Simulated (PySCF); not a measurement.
**Excitation energy of Ba⁺ by level of theory**

Ba⁺ [Xe] 6s1 (2S) → Ba⁺ [Xe] 6p1 (2P), as a difference of total energies. Computed with PySCF 2.14 in aug-cc-pVDZ-X2C (8s7p5d, 54 functions), with scalar relativity by spin-free X2C-1e. The calculations carry no spin-orbit coupling.

| method | excitation energy (cm⁻¹) |
| --- | --- |
| UHF | 19289 |
| LDA | 20663 |
| PBE | 19238 |
| PBE0 | 19333 |
| r2SCAN | 18631 |
| B3LYP | 20145 |
| BHandHLYP | 20330 |
| TPSS | 18169 |
| M06-2X | 19660 |

For comparison: 21389 cm⁻¹ (measured; NIST levels, between the centres of gravity of the two terms).
